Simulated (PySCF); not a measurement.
A species of formula C6H13ClO2Si has this rotational fingerprint, computed with PBE0/pcSseg-1 in PySCF (dipole) on a GFN2-xTB geometry, gas phase:

* Rotational constants: A = 1420, B = 716.4, C = 581.4 MHz
* Dipole components: |μa| = 1.02 D, |μb| = 4.26 D, |μc| = 0.14 D
* Inertial defect: -192.12 u·Å²
* κ: -0.68

Problem. Which candidate fits, each taken in the one conformer that was computed?
A. `[CH3:1][CH2:2][O:3][C@@H:4]1[CH2:5][C@@:6]1([Cl:7])[CH2:8][O:9][SiH3:10]` with C1–C2–O3–C4 -178°, C2–O3–C4–C5 154°, C5–C6–C8–O9 38°, C6–C8–O9–Si10 -176°
B. `[CH3:1][O:2][CH2:3][C@@H:4]1[CH2:5][C@:6]1([Cl:7])[CH2:8][O:9][SiH3:10]` with C1–O2–C3–C4 -176°, O2–C3–C4–C5 143°, C5–C6–C8–O9 -17°, C6–C8–O9–Si10 -170°
C. `[OH:1][Si@@H:2]1[CH2:3][CH2:4][C@H:5]([O:6][CH2:7][CH2:8][Cl:9])[CH2:10]1` with H–O1–Si2–C3 50°, C4–C5–O6–C7 66°, C5–O6–C7–C8 175°, O6–C7–C8–Cl9 64°, O1–Si2–C3–C4 -119°, Si2–C3–C4–C5 28°, C3–C4–C5–O6 59°, C4–C5–C10–Si2 50°
D. `[CH3:1][CH:2]([CH3:3])[C@@H:4]1[CH2:5][O:6][CH2:7][Si@H:8]([Cl:9])[O:10]1` with C1–C2–C4–C5 179°, C2–C4–C5–O6 180°, C4–C5–O6–C7 75°, C5–O6–C7–Si8 -59°, O6–C7–Si8–Cl9 149°

Solution. C. It is O[Si@@H]1CC[C@H](OCCCl)C1, an asymmetric top, point group C1. The candidates at the same level (rigid rotor, commonest isotopes):

```
                       SMILES  A (MHz)  B (MHz)  C (MHz)  μa (D)  μb (D)  μc (D)  Δ (u·Å²)  point group           rotor
CCO[C@@H]1C[C@@]1(Cl)CO[SiH3]     1542    480.6    421.1    1.73    0.87    1.03   -179.31           C1  asymmetric top
 COC[C@@H]1C[C@]1(Cl)CO[SiH3]     1003    720.9    504.6    2.40    0.29    0.84   -203.56           C1  asymmetric top
  CC(C)[C@@H]1COC[Si@H](Cl)O1     1511    638.9    485.6    1.22    0.83    0.22    -84.81           C1  asymmetric top
    O[Si@@H]1CC[C@H](OCCCl)C1     1420    716.4    581.4    1.02    4.26    0.14   -192.12           C1  asymmetric top
```

`COC[C@@H]1C[C@]1(Cl)CO[SiH3]` has A 29 % too low; `CCO[C@@H]1C[C@@]1(Cl)CO[SiH3]` has B 33 % too low; `CC(C)[C@@H]1COC[Si@H](Cl)O1` has C 16 % too low. No structure here is proved a minimum.
